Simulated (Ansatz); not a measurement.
Reaction (ligand exchange at a B–C bond): `ClBC1C[SiH2]1` + `N=C=O` → `O=C=NBCl` + `C1C[SiH2]1`

Program: Ansatz. Geometries: PBE0-D4/def2-TZVP. ΔE: electronic, gas phase. CCSD(T)/CBS adds triple-zeta CCSD(T) − MP2 to the extrapolated MP2 energy (def2 sets, frozen cores). This one scheme is used for every species. Functionals use def2-TZVPP. B3LYP here is the variant with VWN-RPA as its local correlation; programs differ in this. Each species was taken in one conformer, which may not be the lowest.

`ClBC1C[SiH2]1`:

```xyz
11

Cl    1.551   -0.765    1.926
B     1.533   -0.468    0.179
C     0.239   -0.425   -0.586
C    -1.148   -0.607    0.024
Si   -0.644    1.160   -0.004
H     2.589   -0.281   -0.342
H     0.299   -0.443   -1.672
H    -1.171   -1.109    0.986
H    -1.924   -0.935   -0.659
H    -0.181    1.829    1.223
H    -1.143    2.045   -1.074
```

`N=C=O`:

Cartesian coordinates in Å:
```
N -0.681 -0.142 0.320
C 0.255 0.266 -0.325
O 1.063 0.747 -1.006
H -0.637 -0.870 1.011
```

`O=C=NBCl`:

Cartesian coordinates in Å:
```
O -0.432 1.817 -1.850
C -0.189 0.911 -1.170
N 0.088 -0.076 -0.543
B 0.195 -0.767 0.675
Cl -0.251 0.002 2.183
H 0.590 -1.887 0.706
```

`C1C[SiH2]1`:

```xyz
9

C    -0.692   -0.004   -0.669
C    -0.391    0.377    0.795
Si    1.036   -0.357   -0.121
H    -0.873    0.819   -1.352
H    -1.378   -0.830   -0.820
H    -0.382    1.437    1.024
H    -0.890   -0.212    1.558
H     1.436   -1.752    0.159
H     2.134    0.522   -0.574
```

CCSD(T)/CBS gives -10.7 kcal/mol.

Task: Another level gave -11.4 kcal/mol. Which?
A. B3LYP/def2-TZVPP
B. HF/def2-TZVPP
C. CCSD(T)/def2-TZVPP
D. B2PLYP/def2-TZVPP

Result: C. CCSD(T)/def2-TZVPP -11.4, B2PLYP -13.4, B3LYP -14.9, HF/def2-TZVPP -17.7 kcal/mol.

Largest T1 diagnostic among the species: 0.018.

The D4 term adds +1.9 kcal/mol with B3LYP and +1.0 kcal/mol with PBE0; it sums over pairs of atoms, weighted by their polarisabilities, and B3LYP, whose exchange is more repulsive, gets the larger term. In def2-TZVPP, CCSD(T) changes the Hartree–Fock value by +6.3 kcal/mol (the triples alone add +1.0 kcal/mol) and MP2 by +7.0 kcal/mol.
